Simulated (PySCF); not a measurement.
Compound: C₆H₇BFN.
Atom-mapped SMILES: `[BH2:1][NH:2][c:3]1[cH:4][cH:5][cH:6][c:7]([F:8])[cH:9]1` (hydrogens: H10, H11 on B1; H12 on N2; H13 on C4; H14 on C5; H15 on C6; H16 on C9)

Computed with PySCF at B3LYP/def2-SVPD, non-relativistic, on one gas-phase PBE0-D3(BJ)/def2-SVP geometry that isn't relaxed in the solvent. The solvent is an IEF-PCM continuum (van der Waals radii × 1.2). The model holds no explicit solvent molecules, cavitation or dispersion.

Gas phase at B3LYP/def2-SVPD: HOMO -6.63 eV, LUMO -1.24 eV, dipole 0.27 D.

What does the continuum do to the energy, the frontier levels and the dipole at B3LYP/def2-SVPD in chloroform and methanol?

```tsv
solvent	ε	E(solvent) − E(gas) (kcal/mol)	polarisation term (kcal/mol)	distortion of the solute (kcal/mol)	HOMO (eV)	LUMO (eV)	dipole (D)
chloroform	4.711	-2.95	-3.28	0.33	-6.53	-1.15	0.34
methanol	32.61	-4.13	-4.79	0.66	-6.51	-1.13	0.39
```

Polarisation term: ½ Σ q·V over the induced surface charges. Distortion: the rise of the solute's own energy as its density leaves the gas-phase optimum. From chloroform to methanol the lowering changes by a factor 1.40, Onsager's factor (ε − 1)/(2ε + 1) by 1.34 and ε itself by 6.9.

How does the static polarisability (B3LYP/def2-SVPD, frozen core, with the continuum's full static response) change?

| medium | isotropic (au) | principal values (au) | ⟨r²⟩ of the electrons (bohr²) |
| --- | --- | --- | --- |
| gas | 96.3 | 54.8, 97.7, 136.4 | 1262.8 |
| chloroform | 121.6 | 67.5, 125.6, 171.6 | 1263.0 |
| methanol | 133.1 | 75.4, 138.5, 185.5 | 1263.0 |

The isotropic value in methanol is 1.38 times the gas-phase one; no cavity-field correction is applied. ⟨r²⟩ is taken about the centre of nuclear charge.

Shape of the structure used: `[BH2:1][NH:2][c:3]1[cH:4][cH:5][cH:6][c:7]([F:8])[cH:9]1`: B1–N2–C3–C4 0°.
